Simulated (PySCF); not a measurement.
MoO2Cl, SMILES [O]=[Mo+](=[O])[Cl], charge +1, multiplicity 1.

Coordinates come from a PBE-D3(BJ)/def2-SVP optimisation. The multiplicity is an assumed one; other spin states were not compared. The isomer is the one that the SMILES or the coordinates give; other isomers of the formula were not compared. The def2 effective core potentials stand for the cores of Mo; spin–orbit coupling is left out.

Level of theory: r2SCAN/def2-TZVPD run with PySCF.

Q: Estimate the frontier levels, gap, dipole moment and polarisability. (An estimate is asked for; the answer gives what the named calculation found.)

A: 
* **highest occupied level**: -14.53 eV
* **lowest empty level**: -11.68 eV
* **orbital gap**: 2.84 eV
* **dipole moment about the centre of nuclear charge**: 4.14 D
* **mean static polarisability**: 48.3 bohr³ (7.16 Å³)
* **polarisability, principal values**: 31.6, 48.1, 65.2 bohr³
